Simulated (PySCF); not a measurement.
**Computed properties of C₂H₁₄Si₄, SMILES [SiH2](C[SiH3])[SiH2]C[SiH3]**

C2H14Si4, SMILES [SiH3]C[SiH2][SiH2]C[SiH3]. The structure is a stationary point at PBE0-D3(BJ)/def2-SVP. This is a generated structure with no PubChem entry under its InChIKey; it may be hypothetical. The values are those of a single conformer. All values are computed for the isolated molecule unless a solvent is named; none is compared with measurement here.

**Structure.** All 54 harmonic modes at PBE0-D3(BJ)/def2-SVP (PySCF) are real, so it is a minimum. With heavy atoms numbered as in [SiH3:1][CH2:2][SiH2:3][SiH2:4][CH2:5][SiH3:6], the shortest bond between them is C5–Si6 at 1.882 Å and the longest Si3–Si4 at 2.349 Å.

**Vibrations.** The strongest infrared lines (harmonic, unscaled, degenerate partners summed) lie at 757 cm⁻¹ (318 km/mol, H 41 %, C 35 %, Si 24 %), 923 cm⁻¹ (193 km/mol, H 94 %), 2232 cm⁻¹ (171 km/mol, H 96 %). The softest mode is at 31 cm⁻¹ and the zero-point energy is 86.9 kcal/mol.

**Electronic structure.** B3LYP/def2-TZVP (PySCF) places the frontier levels at -7.52 and -0.50 eV, a gap of 7.02 eV, and gives a dipole moment of 1.30 D. PBE/def2-TZVP (PySCF) at the same geometry gives -6.61 and -1.13 eV, so its gap is 1.54 eV narrower. An orbital gap is neither the optical nor the fundamental gap.

**Excitations.** TDA-B3LYP/def2-SVPD (PySCF) has S1 at 6.28 eV (198 nm, f = 0.030, weak); the most intense of the 6 singlets computed lies at 7.26 eV (f = 0.38). T1 (TDA) is at 5.74 eV, 0.54 eV under S1. TDA-PBE/def2-SVPD (PySCF) puts S1 at 5.79 eV. No vertical singlet excitation falls in the visible range (under 3.1 eV).

**NMR.** GIAO shifts at HF/pcSseg-1 (PySCF) (non-relativistic, atoms alike by connectivity averaged): ¹³C at -15.6 ppm against TMS; ¹H from -0.2 to 4.1 ppm against TMS; ²⁹Si from -57.7 to -57.5 ppm against TMS.

**Solvation.** SMD-M06-2X/def2-SVP (PySCF) gives 4.4 kcal/mol in water, -1.0 kcal/mol in cyclohexanone, -1.1 kcal/mol in N,N-dimethylformamide (1 M in both phases, gas-phase geometry).
